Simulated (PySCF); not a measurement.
Delta-SCF ions had no search for a lower state. Excitations are Tamm–Dancoff values on a coarser integration grid. The basis has no diffuse functions, so Rydberg states are missing or too high.

**H₂OSn, SMILES `[SnH2]=[O]` (charge 0, multiplicity 1)**

Calculation: PBE-D3(BJ)/def2-TZVP // r2SCAN-D4/def2-TZVP in PySCF.

The HOMO is -5.85 eV. The dipole moment comes out as 3.88 D, the LUMO is -3.34 eV and the HOMO–LUMO gap is 2.50 eV. The S1 excitation (TDA) is 2.66 eV, the S1 oscillator strength is 0.000 and the T1 excitation (TDA) is 2.27 eV. The S1–T1 gap (TDA) is 0.39 eV and the vertical ionisation energy (Delta-SCF) is 9.43 eV. The adiabatic ionisation energy (no zero-point term) is 9.21 eV, the hole reorganisation energy (four-point) is 46.4 kJ/mol and the total energy comes out as -290.6111 Ha. The cost is roughly 70 core-seconds.

Bonded distances (Å): O1–Sn2 1.829, Sn2–H3 1.715, Sn2–H4 1.715. Angles (°): O1–Sn2–H3 124.0, O1–Sn2–H4 124.0, H3–Sn2–H4 112.1.
